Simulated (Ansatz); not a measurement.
`C[N](C)[ZnH]`, relaxed with RKS PBE0-D4/def2-TZVP in Ansatz from a PBE-D4/def2-SVP geometry. The force threshold is 0.005 eV/Å; the program also tests the step.

Charge 0, multiplicity 1.

Start:

```xyz
11

C    -1.004    0.761   -0.421
N     0.103   -0.127   -0.168
C     0.615   -0.037    1.177
Zn    0.721   -1.328   -1.394
H    -1.364    0.675   -1.469
H    -1.887    0.562    0.243
H    -0.735    1.838   -0.261
H    -0.151   -0.294    1.956
H     1.474   -0.725    1.333
H     0.977    0.994    1.430
H     1.251   -2.320   -2.426
```

Q: How much energy does the relaxation release, and in how many steps? (Best estimate.)

A: Computed: 0.04 eV, in 5 steps.

Q: Which bonds change most? (An estimate is asked.)

A: The calculation gave: C1–H6 from 1.122 to 1.103 Å; C3–H8 from 1.122 to 1.103 Å; C1–H7 from 1.122 to 1.103 Å; C3–H10 from 1.122 to 1.103 Å.

Q: Give the relaxed structure. (Best estimate.)

A: The calculation gave: 
```xyz
11

C    -1.001    0.754   -0.408
N     0.086   -0.153   -0.164
C     0.601   -0.036    1.173
Zn    0.733   -1.314   -1.399
H    -1.384    0.655   -1.428
H    -1.847    0.578    0.276
H    -0.698    1.806   -0.274
H    -0.170   -0.249    1.932
H     1.427   -0.731    1.347
H     0.979    0.979    1.381
H     1.275   -2.288   -2.435
```
